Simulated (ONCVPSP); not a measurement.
Which change was made? (P, ONCV)

```
Element                 : P
Generator               : ONCVPSP 4.0.1
Type                    : optimised norm-conserving Vanderbilt (ONCV)
Functional              : LDA (Perdew-Zunger)
Relativity              : scalar-relativistic
Frozen core             : [Ne]
Valence charge          : 5
Reference configuration : 3s1 3p4
Partial waves           : 3s: rc 1.40 bohr, ncon 4, nbas 8, qcut 4.2 1/bohr, 2 projectors, debl 2.6 Ha; 3p: rc 1.45 bohr, ncon 4, nbas 7, qcut 6.1 1/bohr, 2 projectors, debl 0.6 Ha; d scattering state at 0.32 Ha: rc 1.15 bohr, ncon 4, nbas 8, qcut 7.2 1/bohr, 3 projectors, debl 3.2 Ha
Local potential         : polynomial inside 0.95 bohr (lpopt 5, dvloc0 3 Ha)
Core correction         : Teter function, fcfact 3.75, rcfact 1.75
```

Cutoffs, loose and tight: the cutoffs (Ha) at which the residual kinetic energy of the hardest occupied pseudo-wave falls to 1 and 0.1 mHa per electron. They do not see the model core or the augmentation charge, which bear on the density cutoff. Test errors are all-electron minus pseudo excitation energies from the reference, over the configurations 3s2 3p3; 3s2 3p2; 3s2 3p1; 3s1 3p0; variants that change the core or the reference have their own tests.

The base gives: outcome: generated; cutoff, loose: 11 Ha; cutoff, tight: 40 Ha; bound ghosts: none; GHOST(+) flags above zero: s, p, d; largest test error (meV): -324.

**Question.** After one change the result is: outcome: generated; cutoff, loose: 91 Ha; cutoff, tight: 111 Ha; bound ghosts: p; GHOST(+) flags above zero: s, p, d; largest test error (meV): -362. Which change was it?
A. p: rc 1.18
B. p: rc 1.38
C. p: rc 1.04

**Answer.** A. The others give: p: rc 1.38 → outcome: generated; cutoff, loose: 11 Ha; cutoff, tight: 61 Ha; bound ghosts: p; GHOST(+) flags above zero: s, d; largest test error (meV): -335 | p: rc 1.04 → outcome: generated; cutoff, loose: 133 Ha; cutoff, tight: 184 Ha; bound ghosts: p; GHOST(+) flags above zero: s, p, d; largest test error (meV): -389.
